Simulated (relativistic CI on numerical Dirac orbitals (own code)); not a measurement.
# Ligand-field terms of d9

Computed with a parametric ligand-field model of a d^n configuration (Racah B and C, spin-orbit zeta, crystal field), exact diagonalisation.

Field parameters in Wybourne normalisation: D3d B²₀ = −7Dσ, B⁴₀ = −14Dq − 21Dτ, B⁴₃ = −14√(10/7) Dq; D4h B²₀ = −7Ds, B⁴₀ = 21(Dq − Dt), B⁴₄ = 21√(5/14) Dq. The field is a parameter set, without covalency.

(1) Ground term and bands for B = 900, C = 4030, ζ = 0 cm⁻¹, D4h, 10Dq = 23150, Ds = 480, Dt = 1100 cm⁻¹?

(2) Ground term and bands for B = 580, C = 2340, ζ = 0 cm⁻¹, D3d, 10Dq = 19950, Dσ = -1200, Dτ = -100 cm⁻¹?

(3) Ground term and bands for B = 500, C = 2560, ζ = 0 cm⁻¹, D3d, 10Dq = 19950, Dσ = -1200, Dτ = -50 cm⁻¹?

(4) Ground term and bands for B = 550, C = 2080, ζ = 0 cm⁻¹, D4h, 10Dq = 19450, Ds = -1500, Dt = -410 cm⁻¹?

(5) Ground term and bands for B = 450, C = 1930, ζ = 0 cm⁻¹, D3d, 10Dq = 17150, Dσ = -1200, Dτ = -50 cm⁻¹?

## Answers

(1) Ground term 2B1 with 3.00 electrons in the two orbitals of the cubic e set. Spin-allowed: 2A1 7420 cm⁻¹ (1348 nm), 2E 19090 cm⁻¹ (524 nm), 2B2 23150 cm⁻¹ (432 nm). Lowest spin-forbidden: none.

(2) Ground term 2E with 3.00 electrons in the two orbitals of the cubic e set. Spin-allowed: 2A1 16818 cm⁻¹ (595 nm), 2E 21186 cm⁻¹ (472 nm). Lowest spin-forbidden: none.

(3) Ground term 2E with 3.01 electrons in the two orbitals of the cubic e set. Spin-allowed: 2A1 17251 cm⁻¹ (580 nm), 2E 21302 cm⁻¹ (469 nm). Lowest spin-forbidden: none.

(4) Ground term 2A1 with 3.00 electrons in the two orbitals of the cubic e set. Spin-allowed: 2B1 8050 cm⁻¹ (1242 nm), 2E 25050 cm⁻¹ (399 nm), 2B2 27500 cm⁻¹ (364 nm). Lowest spin-forbidden: none.

(5) Ground term 2E with 3.01 electrons in the two orbitals of the cubic e set. Spin-allowed: 2A1 14469 cm⁻¹ (691 nm), 2E 18538 cm⁻¹ (539 nm). Lowest spin-forbidden: none.
